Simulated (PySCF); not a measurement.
Molecule: propane-1,1-diselenol, C$_{3}$H$_{8}$Se$_{2}$, net charge 0, singlet state. 
Geometry from a B3LYP-D3(BJ)/def2-TZVP (Ansatz) optimisation:
SMILES: [SeH]C([SeH])CC
```xyz
13

C     -2.6245    -0.1696     1.1737
C     -1.4829     0.7425     0.7265
C     -0.1473     0.0252     0.5720
Se    -0.3120    -1.4053    -0.8003
Se     1.3487     1.2652     0.2281
H     -3.5301     0.4143     1.3448
H     -2.3749    -0.6842     2.1040
H     -2.8570    -0.9296     0.4263
H     -1.7381     1.2295    -0.2181
H     -1.3421     1.5403     1.4592
H      0.1367    -0.4569     1.5061
H      1.1364    -1.6258    -0.9116
H      0.8501     1.6878    -1.0907
```
Charge 0, spin multiplicity 1.

Dispersion corrections to the total energy (kcal/mol) from the dftd3 and dftd4 libraries through PySCF: D3(BJ) without and D4 with the three-body term, each with the damping fitted for the functional named.

```csv
functional,D3(BJ),D4
LC-wPBE,(withheld),-9.11
HF,-58.04,-27.63
B2GP-PLYP,-6.36,-3.49
PBE,-8.44,-8.13
PW6B95,-4.83,(withheld)
revPBE,-20.73,-23.91
B3LYP,-15.23,(withheld)
```

Question: What belongs in the gaps?

Answer: 
- LC-wPBE, D3(BJ): -8.46
- PW6B95, D4: -6.49
- B3LYP, D4: -13.20
